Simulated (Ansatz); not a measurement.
BH6NOSiZn (`[OH][Zn][NH]B[SiH3]`), 11 atoms. Charge 0, multiplicity 1. For Zn the d shell is correlated and the shells below it are frozen. Scalar relativity is left out up to krypton. All runs use 4 threads of an Arm Neoverse N1 on a shared host. Correlated methods freeze the cores.

(1) How many basis functions does each run have, and how long does it take in Ansatz? RKS PBE-D4/def2-TZVPP energy and forces; RKS r2SCAN-D4/def2-TZVPP energy and forces; RKS PBE0-D4/def2-TZVP relaxation (13 steps); RKS ωB97M-V/def2-QZVPP energy; RHF-CCSD(T) with 3s3p of Cu, Zn/def2-SVP energy; RHF-MP2 with 3s3p of Cu, Zn/def2-QZVPP energy; RKS PBE0-D4/def2-QZVPP energy; RHF-CCSD(T) with 3s3p of Cu, Zn/def2-TZVPP energy; RKS B2PLYP (frozen core with 3s3p of Cu, Zn)/def2-TZVPP energy; RKS LC-ωPBE/def2-TZVPP energy; direct RPA on PBE orbitals with 3s3p of Cu, Zn/def2-TZVPP energy; RKS PBE0-D4/def2-TZVP frequencies. (Best estimate.)

## Answers

(1) The calculation gave: Other jobs shared the machine, so times are rough.

| level | job | functions | wall time | peak host memory (GiB) |
| --- | --- | --- | --- | --- |
| RKS PBE-D4/def2-TZVPP | energy and forces | 283 | 6 s | 0.44 |
| RKS LC-ωPBE/def2-TZVPP | energy | 283 | 6.5 s | 0.62 |
| RKS r2SCAN-D4/def2-TZVPP | energy and forces | 283 | 10 s | 0.47 |
| direct RPA on PBE orbitals with 3s3p of Cu, Zn/def2-TZVPP | energy | 283 | 13 s | 0.76 |
| RKS B2PLYP (frozen core with 3s3p of Cu, Zn)/def2-TZVPP | energy | 283 | 14 s | 0.87 |
| RHF-CCSD(T) with 3s3p of Cu, Zn/def2-SVP | energy | 121 | 16 s | 0.65 |
| RKS PBE0-D4/def2-QZVPP | energy | 521 | 22 s | 2.4 |
| RKS ωB97M-V/def2-QZVPP | energy | 521 | 47 s | 2.8 |
| RHF-MP2 with 3s3p of Cu, Zn/def2-QZVPP | energy | 521 | 50 s | 3.6 |
| RKS PBE0-D4/def2-TZVP | relaxation (13 steps) | 214 | 110 s | 0.71 |
| RKS PBE0-D4/def2-TZVP | frequencies | 214 | 5.6 min | 0.76 |
| RHF-CCSD(T) with 3s3p of Cu, Zn/def2-TZVPP | energy | 283 | 9.2 min | 8.1 |

LC-ωPBE has ω = 0.4 bohr⁻¹.
